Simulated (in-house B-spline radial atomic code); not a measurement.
Results of a calculation; reference values are marked as such.
# Ghost states of the separable form: Sn

Sn, [Kr] 4d10 5s2 5p2, non-relativistic LDA (VWN5), spherical and spin-unpolarised, from a B-spline radial code for spherical atoms (atomic units; all potentials screened as in the neutral atom).

Troullier-Martins channels: 5s (ε = -0.3693, r_c = 2.185 bohr), 5p (ε = -0.1444, r_c = 2.625 bohr), 4d (ε = -1.0050, r_c = 0.888 bohr). In the Kleinman-Bylander form one channel serves as the local potential, and each other channel l becomes |δV u><u δV|/<u|δV|u>, with δV = V_l − V_local and u the pseudo-orbital. Its strength is E_KB = <u|δV²|u>/<u|δV|u>. By the analysis of Gonze, Stumpf and Scheffler a spurious state lies below the reference level ε if E_KB > 0 and ε is above the second level of the local potential alone, or if E_KB < 0 and ε is above its first. The table's levels are those of angular momentum l in a sphere of 9 bohr, whose wall can lift a shallow ε a little above its free-atom value.

```
local  channel   <u δV u>  <u δV² u>        ε  first local level  second local level
    p        s  -0.034233   0.062036  -0.3693            -0.3521              0.0360
    p        d    -5.9189     55.885  -1.0050             0.0619              0.2833
    s        p   0.019213   0.024415  -0.1435            -0.1682              0.1104
    s        d    -6.7541     73.622  -1.0050             0.0569              0.2715
    d        p    0.17542    0.64794  -0.1435            -5.5763             -0.4317
    d        s    0.40468     2.3726  -0.3693           -12.0718             -2.4662
```

Apply the rule to each row.

Local p, channel s: E_KB = -1.81, so ε = -0.3693 is set against -0.3521: no ghost. Local p, channel d: E_KB = -9.44, so ε = -1.0050 is set against 0.0619: no ghost. Local s, channel p: E_KB = +1.27, so ε = -0.1435 is set against 0.1104: no ghost. Local s, channel d: E_KB = -10.9, so ε = -1.0050 is set against 0.0569: no ghost. Local d, channel p: E_KB = +3.69, so ε = -0.1435 is set against -0.4317: a ghost. Local d, channel s: E_KB = +5.86, so ε = -0.3693 is set against -2.4662: a ghost.

Diagonalising the separable Hamiltonian gives:

```csv
local,channel,three lowest levels,"all-electron, two lowest valence levels"
p,s,"-0.3693, 0.0359, 0.3392","-0.3693, 0.0390"
p,d,"-1.0050, 0.0805, 0.3335","-1.0050, 0.0755"
s,p,"-0.1435, 0.1209, 0.4741","-0.1435, 0.1211"
s,d,"-1.0050, 0.0790, 0.3282","-1.0050, 0.0755"
d,p,"-3.2042, -0.1435, 0.1208","-0.1435, 0.1211"
d,s,"-9.6889, -0.3693, 0.0380","-0.3693, 0.0390"
```

Which choices of local channel are safe?

Free of ghosts: s, p. With d local the p channel has a ghost 3.06 hartree below ε, since the local potential binds more than one state below ε, and a repulsive term of rank one raises each level at most to the next, so it clears only one of them. With d local the s channel has a ghost 9.32 hartree below ε, since the local potential binds more than one state below ε, and a repulsive term of rank one raises each level at most to the next, so it clears only one of them. Among the safe choices the second level, which tests transfer, is off by at most 3.5 millihartree (s local), 5.0 millihartree (p local).
